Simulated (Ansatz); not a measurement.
Molecular dynamics of ClH₅W

input.yaml

```yaml
crystal:
  periodic: [false, false, false]
  atoms:
    - { symbol: W, position_ang: [0.0, 0.0, 0.531398] }
    - { symbol: Cl, position_ang: [0.0, 0.0, 2.86277] }
    - { symbol: H, position_ang: [1.397394, 0.0, -0.392549] }
    - { symbol: H, position_ang: [0.0, 1.397394, -0.392549] }
    - { symbol: H, position_ang: [-1.397394, 0.0, -0.392549] }
    - { symbol: H, position_ang: [0.0, -1.397394, -0.392549] }
    - { symbol: H, position_ang: [0.0, 0.0, -1.153972] }
basis:
  gaussian: { orbitals: def2-SVP }
hamiltonian:
  xc: pbe0
  dispersion: d4
md:
  timestep: 0.5
  n_steps: 250
  ensemble: nve
  temperature: 300.0
  initial_velocities: maxwell_boltzmann
  seed: 854138
```

Run as:

```bash
$ ansatz run input.yaml --threads 1 --pin off --max-ram 2048MiB --backend cpu --events-out ev --progress --plain --runs-dir out
```

It starts from a relaxed structure.

Output, in part (step lines, the closing report, with atoms numbered from 0):

```
md step     0: t =     0.00 fs  T =   300.0 K  F+E_penalty+E_count = -14419.39755537 eV  E_kin = 0.193890 eV  conserved = -14419.20366537 eV  (28 SCF iters)
[... lines left out ...]
Total energy: -14419.39528278 eV, -529.9030028250 hartree
Atom 0 at     0.005275    -0.024539     0.529822 Å, force    -1.249887     0.074638     0.319235 eV/Å
Atom 1 at    -0.030964     0.070545     2.805777 Å, force     0.798816    -0.222078     0.296483 eV/Å
Atom 2 at     0.773945     0.232055    -0.956150 Å, force     0.271067     0.352675     0.089083 eV/Å
Atom 3 at     1.179396     1.135805     0.484626 Å, force    -0.137824     0.337071    -0.030402 eV/Å
Atom 4 at    -1.557522     0.528050     0.823761 Å, force    -0.134953    -0.498687    -0.532939 eV/Å
Atom 5 at     0.387080    -1.226430    -0.613407 Å, force    -0.209604    -0.408595     0.200044 eV/Å
Atom 6 at    -0.655971     1.325093    -0.171208 Å, force     0.662383     0.364977    -0.341505 eV/Å
Dipole moment:    -0.102962    -0.273780    -0.072063 e Å
```

The steps, from the saved trajectory:

```
time (fs)  T (K)  potential energy less start (eV)  conserved less start (meV/atom)
        0    300                             0.000                             0.00
        4    210                             0.059                             0.04
        8    149                             0.098                             0.02
       12     83                             0.141                             0.05
       16    128                             0.111                             0.02
       20    152                             0.096                             0.05
       24    259                             0.026                             0.02
       28    315                            -0.009                             0.03
       32    354                            -0.035                             0.01
       36    290                             0.007                             0.04
       40    277                             0.015                             0.03
       44    304                            -0.002                             0.03
       48    379                            -0.051                             0.01
       52    336                            -0.023                             0.02
       56    214                             0.056                             0.03
       60    140                             0.104                             0.04
       64    203                             0.063                             0.04
       68    403                            -0.066                             0.02
       72    541                            -0.156                             0.01
       76    575                            -0.177                             0.01
       80    598                            -0.192                             0.04
       84    793                            -0.318                             0.00
       88    935                            -0.410                             0.00
       92    938                            -0.412                            -0.01
       96    826                            -0.340                             0.04
      100    931                            -0.408                            -0.01
      104    935                            -0.411                             0.00
      108    767                            -0.302                            -0.01
      112    498                            -0.128                             0.05
      116    473                            -0.112                             0.00
      120    389                            -0.057                             0.01
      124    292                             0.005                             0.03
```

The run went to its last step. The conserved energy stayed within 0.051 meV per atom of its start (net change 0.032 meV per atom), so the integration is sound. The kinetic energy rose, since the run started high on the potential surface and went downhill. A run of 0.12 ps of so small a system gives no equilibrium averages.

The same pairs are bonded in the first frame and the last. Pairs count as bonded within 1.25 times the sum of covalent radii (0.12 Å more for H–H).

Last frame:

```xyz
7
Properties=species:S:1:pos:R:3
W 0.005 -0.025 0.530
Cl -0.031 0.070 2.806
H 0.774 0.232 -0.956
H 1.179 1.136 0.485
H -1.558 0.528 0.824
H 0.387 -1.226 -0.613
H -0.656 1.325 -0.171
```

Run time: 13 min on 1 thread of Arm Neoverse V2 (shared host), peak memory 0.14 GiB.
